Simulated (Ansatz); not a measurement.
Input file for Ansatz (a first-principles code): R-PBE/def2-TZVPP on FHSi (SMILES F[SiH]), atoms moved off the minimum.

Ansatz 0.2 input:
```yaml
crystal:
  periodic: [false, false, false]
  atoms:
    - {symbol: Si, position_ang: [-0.27057040, -0.27705534, 0.43660656]}
    - {symbol: H, position_ang: [-0.89390823, -1.18066484, -0.59922219]}
    - {symbol: F, position_ang: [0.40294258, 0.58871723, -0.66922656]}
basis:
  gaussian:
    orbitals: def2-TZVPP
hamiltonian:
  xc: {name: PBE}
scf: {lower_state_search: off}
output: {forces: true}
```

Output:

```
WARN ansatz: RAYON_NUM_THREADS=1 ignored (pool sized by the plan → 1); use --threads N
Functional definition: PBE
these checks for a lower state are left out or cut short: stability, starts, cluster_reference, orbital_swaps, neighbouring_geometries, increment
integrals: 0.02 GiB planned
503 factors; their error is unknown
mean field: 0.16 GiB planned
mean field evaluation 1: about -10603.1756 eV, gradient 3.6e1 eV
mean field evaluation 2: about -10592.3910 eV, gradient 9.2e1 eV
mean field evaluation 4: about -10605.2186 eV, gradient 2.4e0 eV
mean field evaluation 8: about -10605.2201 eV, gradient 1.1e-1 eV
mean field evaluation 16: about -10605.2201 eV, gradient 3.2e-6 eV
mean field -10605.22006610 eV, -389.7346489528 hartree, gradient 3.2e-6 eV, S^2 0.000000; 0 other end points of the search recorded, 0 dependent functions left out
the calculation of the forces begins
reference -10605.22009288 eV, -389.7346499371 hartree; 12, 12 occupied and 75, 75 virtual orbitals, 503 factors
Total energy: -10605.22009288 eV, -389.7346499371 hartree
Atom 0 at    -0.270570    -0.277055     0.436607 Å, force    -0.901421    -1.138964     1.877970 eV/Å
Atom 1 at    -0.893908    -1.180665    -0.599222 Å, force    -0.480407    -0.665722    -0.180734 eV/Å
Atom 2 at     0.402943     0.588717    -0.669227 Å, force     1.381828     1.804686    -1.697236 eV/Å
Dipole moment:    -0.062836    -0.081928     0.079911 e Å
Checks for a lower state left out: stability, starts, cluster_reference, orbital_swaps, neighbouring_geometries, increment
```

The calculation finished and met its thresholds.

Cost: about 0.25 core-seconds (a rough figure).
